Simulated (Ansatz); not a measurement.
The inner images of a band of AsH₆NSi (9 atoms, charge 0, multiplicity 1) are given out of order.

All numbers below come from RKS B3LYP-D4/def2-SVP (Ansatz 0.2.0).

Initial state:

```xyz
9
Properties=species:S:1:pos:R:3
N -1.102 0.703 -1.139
As 0.758 0.469 -0.986
Si 0.565 -1.066 0.831
H -1.324 1.250 -1.970
H -1.535 1.158 -0.336
H 1.150 1.635 -0.049
H 1.894 -1.240 1.490
H 0.104 -2.380 0.300
H -0.421 -0.577 1.842
```

Final state:

```xyz
9
Properties=species:S:1:pos:R:3
N -0.967 1.142 -1.153
As 0.826 0.609 -0.955
Si 0.553 -1.018 0.790
H -1.413 0.595 -1.888
H -1.534 1.060 -0.310
H 1.206 1.708 0.041
H 1.850 -1.371 1.442
H -0.034 -2.251 0.185
H -0.399 -0.521 1.831
```

Q: Put them in order from the first end to the last, with their energies above the first end.
A.
```xyz
9
Properties=species:S:1:pos:R:3
N -0.998 0.923 -1.121
As 0.788 0.516 -0.970
Si 0.568 -1.036 0.837
H -1.419 0.951 -2.039
H -1.626 1.079 -0.343
H 1.245 1.652 -0.033
H 1.890 -1.303 1.481
H 0.019 -2.315 0.300
H -0.379 -0.514 1.870
```
B.
```xyz
9
Properties=species:S:1:pos:R:3
N -1.069 0.714 -1.114
As 0.777 0.477 -0.990
Si 0.570 -1.031 0.849
H -1.389 1.058 -2.015
H -1.565 1.167 -0.351
H 1.217 1.655 -0.090
H 1.899 -1.298 1.478
H 0.005 -2.310 0.334
H -0.356 -0.478 1.882
```
C.
```xyz
9
Properties=species:S:1:pos:R:3
N -1.100 0.681 -1.110
As 0.762 0.457 -1.002
Si 0.574 -1.038 0.847
H -1.378 1.115 -1.988
H -1.532 1.187 -0.338
H 1.188 1.648 -0.113
H 1.910 -1.300 1.461
H 0.005 -2.318 0.340
H -0.341 -0.478 1.887
```
D.
```xyz
9
Properties=species:S:1:pos:R:3
N -1.017 0.846 -1.118
As 0.786 0.502 -0.979
Si 0.569 -1.032 0.842
H -1.415 0.983 -2.037
H -1.613 1.112 -0.344
H 1.245 1.652 -0.055
H 1.893 -1.301 1.481
H 0.011 -2.312 0.316
H -0.370 -0.497 1.876
```
E.
```xyz
9
Properties=species:S:1:pos:R:3
N -1.097 0.689 -1.134
As 0.765 0.472 -0.983
Si 0.567 -1.055 0.839
H -1.332 1.198 -1.985
H -1.532 1.166 -0.345
H 1.149 1.650 -0.059
H 1.899 -1.276 1.477
H 0.056 -2.350 0.308
H -0.387 -0.539 1.866
```
F.
```xyz
9
Properties=species:S:1:pos:R:3
N -0.978 1.143 -1.134
As 0.789 0.551 -0.969
Si 0.553 -1.034 0.817
H -1.417 0.791 -1.982
H -1.599 1.005 -0.339
H 1.250 1.645 0.003
H 1.877 -1.303 1.458
H 0.011 -2.314 0.272
H -0.397 -0.531 1.857
```
G.
```xyz
9
Properties=species:S:1:pos:R:3
N -1.041 0.776 -1.114
As 0.783 0.498 -0.980
Si 0.571 -1.032 0.842
H -1.404 1.023 -2.028
H -1.597 1.137 -0.346
H 1.230 1.658 -0.061
H 1.897 -1.299 1.479
H 0.015 -2.311 0.315
H -0.366 -0.496 1.876
```

A: E (0.0 kcal/mol), C (+0.1 kcal/mol), B (+0.5 kcal/mol), G (+1.2 kcal/mol), D (+1.8 kcal/mol), A (+2.1 kcal/mol), F (+0.6 kcal/mol).

Time of the run: 11 min on 1 thread of Arm Neoverse V2, on a shared host, peak memory 0.23 GiB.
